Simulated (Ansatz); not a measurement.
Reaction (ligand exchange at the Si–N bond): `[SiH3]N[SiH2]S` + `[OH][In]([Cl])[O][SiH3]` → `[SiH3][O][In]([Cl])[O][SiH3]` + `N[SiH2]S`

Calculated with Ansatz (gas phase, PBE0-D4/def2-TZVP geometries, no zero-point term in ΔE). CCSD(T)/CBS adds triple-zeta CCSD(T) − MP2 to the extrapolated MP2 energy (def2 sets, frozen cores). Functionals use def2-TZVPP. def2 core potentials past Kr. For In outer-core shells are correlated without core-valence functions, which leaves a few kJ/mol of doubt a bond. One conformer a species, not always the lowest.

```csv
level,ΔE (kJ/mol)
r2SCAN-D4,-40.4
PBE,-33.6
r2SCAN,-40.7
HF/def2-TZVPP,-60.1
SCS-MP2/def2-TZVPP,-45.3
CCSD(T)/def2-TZVPP,-42.4
SCS-MP2/def2-QZVPP,-45.7
CCSD/CBS(def2),-45.2
```

Question: What does CCSD(T)/CBS give? (Estimate.)

Answer: Ansatz gave: -42.4 kJ/mol. The listed levels differ from it by 2.0, 8.8, 1.7, -17.7, -2.9, 0.0, -3.3, -2.8 kJ/mol.

Largest T1 diagnostic among the species: 0.015.

From PBE to PBE0 (25 % exact exchange), in def2-TZVPP and without D4, ΔE moves by −4.7 kJ/mol. In def2-TZVPP, CCSD(T) changes the Hartree–Fock value by +17.8 kJ/mol (the triples alone add +2.8 kJ/mol) and MP2 by +17.9 kJ/mol.
